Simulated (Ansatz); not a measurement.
# Isomers

Structures of CH₄SeSi, closed shell, relaxed at PBE0-D4/def2-TZVP (vibrations not checked; lower isomers may exist, and structures with a doubtful reference or unclear bonds are left out). Computed with Ansatz 0.2.0 (basis: def2-TZVPP); correlated methods freeze the cores. Filled d shells of the heavier atoms are correlated. The def2 sets are not built for correlating such inner shells, so the correlated values are less sure here. B3LYP uses VWN-RPA correlation.

Q: Rank them by CCSD(T) energy, lowest first, and give each one's height above the lowest. Links in brackets join atoms within 1.22 times the sum of their covalent radii (1.1 for two metals). (Judge from chemistry; the value comes from the calculation.)
A.
CH₄SeSi ([CH2][SiH][SeH])
```
7
angstrom
C -0.5790 0.6804 -0.8553
Si -0.1071 0.1686 0.6904
Se 1.2764 -1.5335 1.1868
H -0.2437 0.2157 -1.7736
H -1.2564 1.5206 -0.9580
H -0.5654 0.8037 1.9426
H 1.4753 -1.8556 -0.2328
```
B.
CH₄SeSi ([CH2]1[SiH][SeH]1)
```
7
angstrom
C -0.0944 0.3069 -0.6543
Si 1.2344 -0.8915 0.0353
Se -0.7126 0.0928 1.2196
H 0.1651 1.3505 -0.8127
H -0.9092 -0.0069 -1.3015
H -0.0273 1.2758 1.7633
H 0.3271 -2.1028 -0.1742
```
C.
CH₄SeSi ([CH2]1[SiH2][Se]1)
```
7
angstrom
C -0.6963 -0.5142 -0.3605
Si 0.6901 0.3672 0.4658
Se -0.3388 1.2347 -1.3060
H -0.4937 -1.3686 -0.9976
H -1.6786 -0.5333 0.0995
H 0.4545 0.9740 1.7939
H 2.0627 -0.1598 0.3049
```
D.
CH₄SeSi ([CH3][SiH][Se])
```
7
angstrom
C -0.4330 0.8980 -0.7799
Si -0.0287 0.0715 0.8301
Se 0.9888 -1.7166 1.1060
H -0.0621 0.3193 -1.6253
H -1.5169 1.0213 -0.8701
H -0.5511 0.8911 1.9570
H 0.0086 1.8994 -0.8021
```

A: By the calculation: D (0.00 kcal/mol), C (15.64 kcal/mol), A (31.51 kcal/mol), B (46.43 kcal/mol). Heights count from the lowest.

Q: Do PBE-D4, r2SCAN-D4, PBE0-D4, B3LYP-D4, wB97M-V, HF, MP2 give the same order? (A judgement: the text doesn't fix the answer.)

A: By the calculation: All do.

T1 diagnostic: at most 0.014. The restricted Hartree–Fock reference is unstable towards an unrestricted one at one or more of these structures.

For scale, one of the runs: CCSD(T)/def2-TZVPP, 177 basis functions, launched by `ansatz run in.yaml --threads 2 --pin off --events-out ev --progress --plain --max-ram 4352MiB`. The run took 49 s on 2 CPU threads of an Arm Neoverse V2 (shared host), with 1.6 GiB of host memory at its peak.
